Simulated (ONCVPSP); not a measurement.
**Transferability test, ONCV potential for Fe (Z = 26)**

```json
{
  "Element": "Fe",
  "Generator": "ONCVPSP 4.0.1",
  "Type": "optimised norm-conserving Vanderbilt (ONCV)",
  "Functional": "PBE",
  "Relativity": "fully relativistic",
  "Frozen core": "[Ne]",
  "Valence charge": "16",
  "Reference configuration": "3s2 3p6 3d6 4s1 (charge +1)",
  "Partial waves": "3s+4s: rc 1.40 bohr, ncon 4, nbas 7, qcut 10.3 1/bohr, 2 projectors; 3p: rc 1.30 bohr, ncon 4, nbas 8, qcut 9 1/bohr, 3 projectors, debl 0.7 Ha; 3d: rc 1.60 bohr, ncon 4, nbas 8, qcut 8.7 1/bohr, 2 projectors, debl 1.1 Ha",
  "Local potential": "polynomial inside 1.10 bohr (lpopt 5, dvloc0 0 Ha)",
  "Core correction": "Teter function, fcfact 4.75, rcfact 1.1"
}
```

Open shells are filled in proportion to 2j + 1.

In the p channel the program set the typed energies aside and used -2.501, 0.250, 0.950 Ha (j = l + 1/2; the other j can differ).

Energies are relative to the spin-unpolarised reference configuration 3s2 3p6 3d6 4s1; without spin polarisation the order of configurations can differ from experiment.

| valence configuration | charge | ΔE all-electron (eV) | error AE − PS (meV) |
| --- | --- | --- | --- |
| 3s2 3p6 3d6 4s2 | 0 | -8.729 | +1.4 |
| 3s2 3p6 3d5 4s2 4p1 | 0 | 0.017 | +104 |

**Question.** What are ΔE and the potential's error for 3s2 3p6 3d5 4s0?

**Answer.** ΔE = 50.426 eV all-electron; the error (AE − PS) is +63 meV.

**Question.** What are ΔE and the potential's error for 3s2 3p6 3d6 4s0?

**Answer.** ΔE = 16.203 eV all-electron; the error (AE − PS) is +2.1 meV.

Levels in the configuration 3s2 3p6 3d6 4s2:

```tsv
level	all-electron (eV)	pseudo (eV)
3s j=1/2	-93.996	-93.976
3p j=3/2	-59.520	-59.512
3p j=1/2	-61.062	-61.052
3d j=5/2	-7.445	-7.428
3d j=3/2	-7.597	-7.580
4s j=1/2	-5.292	-5.294
```
